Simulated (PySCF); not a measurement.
Species: C6H7F3Si.
Bonds: C1–C2, C2–C3 (double), C3–Si4, Si4–C5, C5–C6, C6–F7, C6–F8, C6–F9, C5–C10 (double), C2–C10. Hydrogens: H11, H12, H13 on C1; H14 on C3; H15, H16 on Si4; H17 on C10.

Torsions of this conformer, `[CH3:1][C:2]1=[CH:3][SiH2:4][C:5]([C:6]([F:7])([F:8])[F:9])=[CH:10]1`: Si4–C5–C6–F7 -179°.

The closed-shell ground state was solved at several levels (PySCF, density fitting, gas phase, non-relativistic). Geometry: PBE0-D3(BJ)/def2-SVP; no solvent, vibrations or thermal averaging.

| level | basis functions | total energy (Eh) | HOMO (eV) | LUMO (eV) | gap (eV) | dipole (D) |
| --- | --- | --- | --- | --- | --- | --- |
| PBE/pcSseg-1 | 212 | -821.0765 | -6.16 | -2.84 | 3.32 | 3.06 |
| PBE0/def2-SVPD | 269 | -820.7226 | -7.25 | -2.04 | 5.21 | 3.45 |

(1) What might PBE0/pcSseg-1 (212 basis functions) give for the same quantities?

(2) How far do the dipole and the HOMO energy spread over the levels?

Answers

(1) Total energy -821.1175 Eh, HOMO -7.23 eV, LUMO -2.01 eV, gap 5.22 eV, dipole 3.29 D.

(2) The dipole runs from 3.06 to 3.45 D (mean 3.27 D) and the HOMO from -7.25 to -6.16 eV.
